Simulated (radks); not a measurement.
Values are calculated unless marked as measured or tabulated.
All-electron atom: Nb4+ in [Kr] 4d1. Code: a radial shooting solver on a logarithmic mesh with Libxc functionals. Model: Dirac Kohn-Sham, PBE, spin-unpolarised, spherical densities, point nucleus; open shells are shared between the two j in proportion to 2j + 1.

Unscreened Slater integrals over Kohn-Sham orbitals (eV). Large and small components are both included.

integral          value
F0(4d5/2,4d5/2)  15.232
F2(4d5/2,4d5/2)  7.8122
F4(4d5/2,4d5/2)  5.1624
F0(4d5/2,4d3/2)  15.278
F2(4d5/2,4d3/2)  7.8342
G2(4d5/2,4d3/2)  7.8318
G4(4d5/2,4d3/2)  5.1752
F0(4d5/2,4p3/2)  16.932
F2(4d5/2,4p3/2)  8.4612
G1(4d5/2,4p3/2)  10.563
G3(4d5/2,4p3/2)  6.4929
F0(4d5/2,4p1/2)  17.056
G3(4d5/2,4p1/2)  6.4281
F0(4d3/2,4d3/2)  15.324
F2(4d3/2,4d3/2)  7.8570
F0(4d3/2,4p3/2)  16.998
F2(4d3/2,4p3/2)  8.5125
G1(4d3/2,4p3/2)  10.649
G3(4d3/2,4p3/2)  6.5465
F0(4d3/2,4p1/2)  17.124
G1(4d3/2,4p1/2)  10.561
F0(4p3/2,4p3/2)  19.438
F2(4p3/2,4p3/2)  10.288
F0(4p3/2,4p1/2)  19.638
G2(4p3/2,4p1/2)  10.375
F0(4p1/2,4p1/2)  19.846
